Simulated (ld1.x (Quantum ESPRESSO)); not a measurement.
Which change was made? (Zr, TM)

```json
{
  "Element": "Zr (Z = 40)",
  "Generator": "ld1.x (Quantum ESPRESSO) 7.5",
  "Type": "norm-conserving Troullier–Martins (Kleinman–Bylander form)",
  "Functional": "BLYP",
  "Relativity": "fully relativistic",
  "Frozen core": "[Kr]",
  "Valence charge": "4",
  "Reference configuration": "4d2 5s2 5p0",
  "Partial waves": "5s (bound): rc 2.75 bohr; 5p (bound, empty): rc 3.35 bohr; 4d (bound): rc 2.85 bohr",
  "Local potential": "all-electron potential smoothed inside 2.85 bohr (lloc = -1)",
  "Core correction": "a·sin(br)/r model core inside 2.85 bohr"
}
```

Open shells are filled in proportion to 2j + 1 (rel_dist='average').

Cutoffs, loose and tight: the cutoffs (Ry, on a coarse ladder) from which the occupation-weighted sum of valence levels, in a spherical-Bessel basis at the reference potential, stays within 10 and 1 mRy of its value at 400 Ry. They do not see the model core or the augmentation charge, which bear on the density cutoff. Test errors are all-electron minus pseudo excitation energies from the reference, over the configurations 4d2 5s1 5p0; 4d2 5s0 5p0; 4d1 5s0 5p0; 4d2 5s1.5 5p0; 4d2 5s0 5p2; 4d2 5s1 5p1; 4d2 5s0 5p1; variants that change the core or the reference have their own tests. The largest error is taken over the tests solved by every variant that gives reliable tests at all, those not shown here included: 4d1 5s0 5p0; 4d2 5s0 5p0; 4d2 5s0 5p1; 4d2 5s0 5p2; 4d2 5s1 5p0; 4d2 5s1.5 5p0.

The base gives: outcome: generated; cutoff, loose: 21 Ry; cutoff, tight: 25 Ry; bound ghosts: none; largest test error (meV): +147.

(1) After one change the result is: outcome: generated; cutoff, loose: 40 Ry; cutoff, tight: 70 Ry; bound ghosts: s; largest test error (meV): +244. Which change was it?
A. wave 5s (bound): rc 2.75 bohr becomes 5s (bound): rc 4.14 bohr
B. wave 5s (bound): rc 2.75 bohr becomes 5s (bound): rc 3.64 bohr
C. wave 5s (bound): rc 2.75 bohr becomes 5s (bound): rc 2.02 bohr
D. wave 5s (bound): rc 2.75 bohr becomes 5s (bound): rc 1.78 bohr

Results:

(1) C. The others give: wave 5s (bound): rc 2.75 bohr becomes 5s (bound): rc 4.14 bohr → outcome: generated; cutoff, loose: 21 Ry; cutoff, tight: 25 Ry; bound ghosts: none; largest test error (meV): -25 | wave 5s (bound): rc 2.75 bohr becomes 5s (bound): rc 3.64 bohr → outcome: generated; cutoff, loose: 21 Ry; cutoff, tight: 25 Ry; bound ghosts: s; largest test error (meV): +104 | wave 5s (bound): rc 2.75 bohr becomes 5s (bound): rc 1.78 bohr → outcome: generated; cutoff, loose: 90 Ry; cutoff, tight: 180 Ry; bound ghosts: s; largest test error (meV): +268.
